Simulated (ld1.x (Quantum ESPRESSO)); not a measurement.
nitrogen (N): from the effect back to the setting (TM)

Base potential:

- Element: nitrogen
- Generator: ld1.x (Quantum ESPRESSO) 7.5
- Type: norm-conserving Troullier–Martins (Kleinman–Bylander form)
- Functional: PBE
- Relativity: fully relativistic
- Frozen core: [He]
- Valence charge: 5
- Reference configuration: 2s2 2p2 (charge +1)
- Partial waves: 2s (bound): rc 0.90 bohr; 2p (bound): rc 2.20 bohr
- Local potential: the p channel
- Core correction: none

Open shells are filled in proportion to 2j + 1 (rel_dist='average').

Cutoffs, loose and tight: the cutoffs (Ry, on a coarse ladder) from which the occupation-weighted sum of valence levels, in a spherical-Bessel basis at the reference potential, stays within 10 and 1 mRy of its value at 400 Ry. They do not see the model core or the augmentation charge, which bear on the density cutoff. Test errors are all-electron minus pseudo excitation energies from the reference, over the configurations 2s2 2p3; 2s2 2p1; 2s2 2p0; 2s1 2p4; 2s1 2p0; 2s1 2p3; 2s2 2p2.5; variants that change the core or the reference have their own tests.

Only the s radius is moved:

```json
{"s radius (bohr)": "0.6", "cutoff, loose": "230 Ry", "cutoff, tight": "over 300 Ry", "bound ghosts": "none", "largest test error (meV)": "+2575"}
{"s radius (bohr)": "0.94", "cutoff, loose": "55 Ry", "cutoff, tight": "140 Ry", "bound ghosts": "none", "largest test error (meV)": "+2551"}
{"s radius (bohr)": "1.02", "cutoff, loose": "50 Ry", "cutoff, tight": "120 Ry", "bound ghosts": "none", "largest test error (meV)": "+2554"}
{"s radius (bohr)": "1.14", "cutoff, loose": "45 Ry", "cutoff, tight": "110 Ry", "bound ghosts": "none", "largest test error (meV)": "+2553"}
{"s radius (bohr)": "1.34", "cutoff, loose": "35 Ry", "cutoff, tight": "80 Ry", "bound ghosts": "none", "largest test error (meV)": "+2535"}
```

Problem. One more run gave cutoff, loose: 110 Ry; cutoff, tight: 230 Ry; bound ghosts: none; largest test error (meV): +2557. Which value of the s radius was used?

Solution. 0.74 bohr. The loose cutoff moves one way along this sweep, from 230 Ry at 0.6 to 35 Ry at 1.34 bohr, which places the run between 0.6 and 0.94 bohr.
